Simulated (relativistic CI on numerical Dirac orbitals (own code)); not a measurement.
What each ingredient does to the levels of Ir75+

Base calculation: Dirac-Coulomb-Breit CI, KLI orbitals optimised for each configuration, model QED (radiative potential, 1s self-energy scaled to tabulated hydrogen-like ionisation energies), unscaled Slater integrals.

CI space: 1s2, 1s.2s, 1s.2p, 1s.3s, 1s.3p, 1s.3d, 1s.4s, 1s.4p, 1s.4d, 1s.4f, 1s.5s, 1s.5p, 1s.5d, 1s.5f, 1s.5g, 1s.6s, 1s.6p, 1s.6d, 2s2. Levels of other configurations are missing.

Variants: (1) configuration mixing switched off. Shifts of the energy above 1s2 1S_0, in eV, for the lowest level and the first level of each name with at least 55 % of one term (blank where a level changes its place among those of its configuration and J or its character, or is not in the variant):

```
      Level     Base  Δ(1)
   1s2 1S_0      0.0   0.0
 1s.2s 3S_1  64351.7  -0.6
1s.2p 3P°_1  64473.3  -0.5
 1s.2s 1S_0  64517.9  -0.1
1s.2p 3P°_0  64521.5  -0.4
1s.2p 3P°_2  66361.8  -0.6
1s.2p 1P°_1  66414.4  -0.5
 1s.3s 3S_1  76866.6  -0.6
1s.3p 3P°_1  76898.8  -0.6
 1s.3s 1S_0  76910.9  -0.9
1s.3p 3P°_0  76911.4  -0.6
1s.3p 3P°_2  77461.3  -0.6
 1s.3d 3D_2  77471.0  -0.6
 1s.3d 3D_1  77475.8  -0.6
1s.3p 1P°_1  77477.2  -0.6
 1s.3d 3D_3  77629.3  -0.6
 1s.3d 1D_2  77632.7  -0.6
 1s.4s 3S_1  81150.4  -0.6
1s.4p 3P°_1  81163.3  -0.6
 1s.4s 1S_0  81168.2  -0.8
1s.4p 3P°_0  81168.3  -0.6
1s.4p 3P°_2  81398.7  -0.6
```

At this charge energies of transitions that change n are usually good to better than 1 %, and those within a shell (Δn = 0) to a few per cent.

Ionisation energy from the two ground configurations alone: base 86437.8 eV. The NIST ASD value (theoretical) is 86442.4 eV.

LS names give the leading component of a level, which can be under half, so a name can repeat, a term be missing and a line seem to break the LS rules.
